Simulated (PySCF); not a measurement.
Checking a proposed structure

A compound C$_{7}$H$_{11}$NSi gives the data below (simulated from a calculation) and was assigned the structure `Cc1ccc(N[SiH3])cc1`.

¹³C{¹H} NMR (computed): δ 120.6 (CH, 2C), 114.2 (CH, 2C), 55.6 (CH), 23.6 (CH2, 2C).

¹H NMR (600 MHz, computed): δ 6.66 (m, 2H), 6.28 (m, 2H), 4.48 (m, 1H), 4.32 (m, 1H), 4.05 (m, 1H), 1.83 (m, 2H), 1.70 (m, 2H).

Method: PBE0-D3(BJ)/def2-SVP geometry, PBE0/pcSseg-1 with gauge-including orbitals, in PySCF 2.14 (one averaged value for each set of equivalent atoms, no solvent model, one computed conformer, no relativistic terms).

References, each an isolated molecule treated in the same way: ¹H (σ = 31.27 ppm) and ¹³C (σ = 184.41 ppm) against TMS.

(1) Compare with the shifts computed for the proposed structure, pairing carbons in order of shift.

(2) Which isomer fits?

Answers

(1) Structure with atom numbers: `[CH3:1][c:2]1[cH:3][cH:4][c:5]([NH:6][SiH3:7])[cH:8][cH:9]1`. Each H is labelled by its parent atom.

```csv
atom,computed for proposal,given list,difference
C5,149.1,120.6,+28.5
C3,135.6,120.6,+15.0
C9,135.6,114.2,+21.4
C2,131.0,114.2,+16.8
C4,118.0,55.6,+62.4
C8,118.0,23.6,+94.4
C1,22.2,23.6,-1.4
```

The rms difference is 45.7 ppm and the largest +94.4 ppm at C8 (aromatic CH). The proposal also would give 5 carbon signals, not 4. The carbon types in order of shift don't match either: C, CH, CH, C, CH, CH, CH3 for the proposal against CH, CH, CH, CH, CH, CH2, CH2 in the data. The proposal doesn't fit.

(2) SMILES [SiH2]1CC(N2C=CC=C2)C1.

- Carbon types of the structure: 5 × CH, 2 × CH2, leaving 2 H on heteroatoms.
- δC 120.6: aromatic CH next to a ring nitrogen.
- δC 114.2: aromatic CH.
- δC 55.6: sp3 CH bonded to N; pulled downfield by the heteroatom.
- δH 6.28: hydrogen on an aromatic CH; the ring current deshields protons in the ring plane.

This is the structure that produced the data.

Shifts are as computed. Against solution values, carbons near 30 ppm lie about +2 ppm off and those near 130 ppm about +5 ppm. Of 1211 compounds with measured shifts, 218 miss one by over three times the rms of a fit or turn the order of signals round; such compounds aren't used in these exercises. Multiplicities follow the n + 1 count of equivalent neighbours, as no J values were calculated; m marks all less simple cases, F and P coupling included.
